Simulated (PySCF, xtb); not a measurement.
Cd(Br)(NH2) (BrCdH2N), SMILES [NH2][Cd][Br]. Other conformers were not sampled.

Harmonic wavenumbers (cm⁻¹) from GFN2-xTB in xtb at its own minimum, in rising order: 29, 74, 206, 391, 646, 692, 1532, 3325, 3364.

What does PBE-D3(BJ)/def2-TZVP in PySCF give at its own minimum? (The exact figures need the calculation; the answer reports its results.)

103, 103, 242, 531, 674, 822, 1511, 3372, 3465. Paired by order, the mean absolute difference is 67 cm⁻¹ and the zero-point energies are 14.7 and 15.5 kcal/mol.
